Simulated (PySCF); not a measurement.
Al(H)(PH2)2 (AlH5P2), SMILES [PH2][AlH][PH2]. Atoms are numbered in the order given.

```xyz
8

Al     0.0180    -0.7976     0.0000
H     -0.0041    -2.3833     0.0000
P     -0.1173     0.3620     1.9972
H      0.8506    -0.4420     2.6652
H      0.7942     1.3872     1.6144
P     -0.1173     0.3620    -1.9972
H      0.7942     1.3872    -1.6144
H      0.8506    -0.4420    -2.6652
```

Coordinates come from a ωB97X-D3(BJ)/def2-SVP optimisation. Other conformers were not sampled.

Level of theory: B3LYP/pcJ-1 (PySCF).

Isotropic couplings with Fermi-contact, spin-dipole and both spin-orbit terms, one fixed conformer, no vibrational averaging. Isotopes: 1H, 31P.

```
pair   bonds apart  J (Hz)
-----  -----------  ------
P3–H4            1       ?
P3–H5            1       ?
P6–H7            1       ?
P6–H8            1       ?
H2–P3            2       ?
H2–P6            2       ?
P3–P6            2    -9.0
H4–H5            2    -7.9
H7–H8            2    -7.9
H2–H4            3     1.4
H2–H5            3     3.6
H2–H7            3     3.6
H2–H8            3     1.4
P3–H7            3       ?
P3–H8            3       ?
H4–P6            3       ?
H5–P6            3       ?
H4–H7            4    -0.4
H4–H8            4     1.8
H5–H7            4     1.4
H5–H8            4    -0.4
```

### Question
Some entries are withheld; supply them. (Estimate from the structure and the level; the computed values follow.)

### Answer

- P3–H4, J (Hz): 180.3
- P3–H5, J (Hz): 180.3
- P6–H7, J (Hz): 180.2
- P6–H8, J (Hz): 180.4
- H2–P3, J (Hz): 19.2
- H2–P6, J (Hz): 19.8
- P3–H7, J (Hz): -1.7
- P3–H8, J (Hz): 11.3
- H4–P6, J (Hz): 13.7
- H5–P6, J (Hz): -6.0
